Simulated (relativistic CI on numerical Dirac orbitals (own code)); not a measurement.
d1 to d9 in one octahedral field

Computed with a parametric ligand-field model without spin-orbit coupling, by exact diagonalisation: B = 420, C = 1960, 10Dq = 33000 cm⁻¹ (Oh; |10Dq|/B = 78.6) for every shell. Energies in cm⁻¹; the field energy is (0.6 n_e − 0.4 n_t2) × 10Dq of the ground term; g labels are left out. So small a B with so large a field is typical of 4d and 5d ions, where spin-orbit coupling, left out here, reaches 1,000 to 4,000 cm⁻¹.

```
Shell  Ground term  Electrons in e  Field energy  First spin-allowed bands  Lowest term of other spin
   d1          2T2           0.000        -13200                  2E 33000                           
   d2          3T1           0.005        -26247      3T2 31912, 3T1 37124                   1T2 6547
   d3          4A2           0.000        -39600      4T2 33000, 4T1 37824                    2E 9317
   d4          3T1           0.008        -52525       3E 31012, 3T1 31509                   1T2 5884
   d5          2T2           0.016        -65462      2A2 30342, 2T1 30489                  4T1 23598
   d6          1A1           0.013        -78756      1T1 31440, 1T2 37675                  3T1 27373
   d7           2E           1.008        -59125      2T1 31343, 2T2 31875                  4T1 23636
   d8          3A2           2.000        -39600      3T2 33000, 3T1 37824                    1E 7248
   d9           2E           3.000        -19800                 2T2 33000
```

Low spin: d4, d5, d6, d7; the other shells keep the spin of the free ion. Only d4 to d7 can choose; the field needed to pair spins is smallest for d6 and largest for d5, which loses most exchange energy. In the strong-field picture 10Dq must exceed about 6B + 5C = 12320 (d4), 7.5B + 5C = 12950 (d5), 2.5B + 4C = 8890 (d6) and 4B + 4C = 9520 (d7); mixing of terms shifts these bounds somewhat.
